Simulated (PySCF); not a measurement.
Ionisation energy of Al⁺ by level of theory

Al⁺ [Ne] 3s2 (1S) → Al²⁺ [Ne] 3s1 (2S), as a difference of total energies. All numbers are calculated (PySCF 2.14, scalar relativity by spin-free X2C-1e, in aug-cc-pVDZ-DK (5s4p2d, 27 functions)). Correlated levels: valence: [Ne] frozen. The calculations carry no spin-orbit coupling.

```tsv
method	ionisation energy (eV)
UHF	17.578
BP86	18.912
M06-L	18.732
MP2 (valence)	18.263
SCS-MP2 (valence)	18.400
CCSD (valence)	18.626
```

Problem. How much does correlation contribute at MP2 (valence)?

Solution. 18.263 − (17.578) = 0.685 eV, measured against UHF.

Errors of the correlated levels include the incompleteness of this basis and the frozen core.

With two correlated electrons CCSD is exact in that space.

For comparison: 18.829 eV (measured; NIST Atomic Spectra Database, ionization energies).
